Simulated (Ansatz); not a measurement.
`[O]=[W]([OH])(=[S])[Cl]` + H–F → `[O]=[W]([F])(=[S])[Cl]` + H₂O at 298.15 K and 1 bar (ligand exchange at a W–O bond).

Calculated with Ansatz (gas phase, PBE0-D4/def2-TZVP geometries, no zero-point term in ΔE). CBS: MP2 limit from def2 TZ/QZ plus the TZ coupled-cluster correction, frozen cores. This one scheme is used for every species. Elements past krypton have def2 core potentials. For W outer-core shells are correlated without core-valence functions, which leaves a few kJ/mol of doubt a bond. Each species was taken in one conformer, which may not be the lowest.

```json
{"species": "`[O]=[W]([OH])(=[S])[Cl]`", "CCSD(T)/CBS energy (Eh)": "-1075.65295", "H − E (kJ/mol)": "71.9", "S (J/(mol·K))": "357.0"}
{"species": "H–F", "CCSD(T)/CBS energy (Eh)": "-100.39570", "H − E (kJ/mol)": "33.5", "S (J/(mol·K))": "173.6"}
{"species": "`[O]=[W]([F])(=[S])[Cl]`", "CCSD(T)/CBS energy (Eh)": "-1099.67345", "H − E (kJ/mol)": "41.4", "S (J/(mol·K))": "350.4"}
{"species": "H₂O", "CCSD(T)/CBS energy (Eh)": "-76.37941", "H − E (kJ/mol)": "66.4", "S (J/(mol·K))": "188.7"}
```

H − E and S are ideal-gas, rigid-rotor, harmonic terms from PBE0-D4/def2-TZVP, for one conformer and one mirror image of each species. 1 Eh = 2625.50 kJ/mol, R = 8.31446 J/(mol·K).

Question: By hand: ΔE, ΔH, ΔS and ΔG.

Answer: ΔE = (-1099.67345) + (-76.37941) − (-1075.65295) − (-100.39570) = -0.00421 Eh = -11.1 kJ/mol. Δ(H − E) = 41.4 + 66.4 − 71.9 − 33.5 = 2.4, so ΔH = -8.7 kJ/mol. ΔS = 350.4 + 188.7 − 357.0 − 173.6 = 8.5 J/(mol·K). ΔG = -8.7 − 298.15 × (8.5)/1000 = -11.2 kJ/mol.

Question: By hand: the equilibrium constant, and the temperature at which ΔG would vanish if ΔH and ΔS stayed fixed.

Answer: log₁₀ K = −ΔG/(RT ln 10) = 2.0. ΔH and −TΔS have one sign here, so there is no such temperature.

The number of gas molecules stays the same, so ΔS is small and ΔH decides. A doubt of 5 kJ/mol in ΔE shifts log₁₀ K by 0.9 here. Other conformers and mirror images would add mixing entropy, several J/(mol·K) or more a flexible species. These are equilibria of isolated gas molecules and say nothing of rates. Largest T1 diagnostic: 0.022 (customary marks: 0.02 for closed shells, 0.045 for open ones).

ΔS is within the doubt of such terms, so its sign, and with it that verdict, could turn.
